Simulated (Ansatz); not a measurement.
**Redistribution: C2H3F + CHCl2I → C2H2FI + CH2Cl2**

Species: C2H3F `C=CF`, singlet; CHCl2I (dichloroiodomethane) `ClC(Cl)I`, singlet; C2H2FI `F/C=C/I`, singlet; CH2Cl2 (dichloromethane) `ClCCl`, singlet. The partners trade H for I; both sit on C, so the bond types are kept.

Shapes, held fixed at every level: PBE0-D4/def2-TZVP. Programs: Ansatz 0.2.0. The zero-point and thermal change to 298 K, harmonic and unscaled (PBE0-D4/def2-TZVP), is +2.0 kJ/mol.

Estimate ΔH(298 K) of this reaction.

The highest level, CCSD(T)/def2-TZVPP, gives ΔH(298 K) = -15.3 kJ/mol; the levels span -26.5 to -11.4. The column of differences is taken from that level and isn't an error. No measured value is set beside it here. For atoms past krypton def2 sets carry core potentials with scalar relativity. Outer-core shells of I are correlated in most correlated rows, in sets that cover them unevenly.

| level | kind | ΔH(298 K) (kJ/mol) | less CCSD(T)/def2-TZVPP |
| --- | --- | --- | --- |
| HF/def2-SVP | Hartree–Fock | -26.5 | -11.2 |
| r2SCAN-D4/def2-TZVPP | meta-GGA | -12.3 | +3.0 |
| BHLYP-D4/def2-TZVPP | global hybrid | -14.2 | +1.1 |
| wB97X-V/def2-TZVPP | range-separated hybrid | -16.0 | -0.7 |
| MP2/def2-SVP | perturbation theory | -11.4 | +3.9 |
| CCSD/def2-SVP | coupled cluster or CI | -15.5 | -0.2 |
| CCSD(T)/def2-TZVPP | coupled cluster or CI | -15.3 | 0.0 |
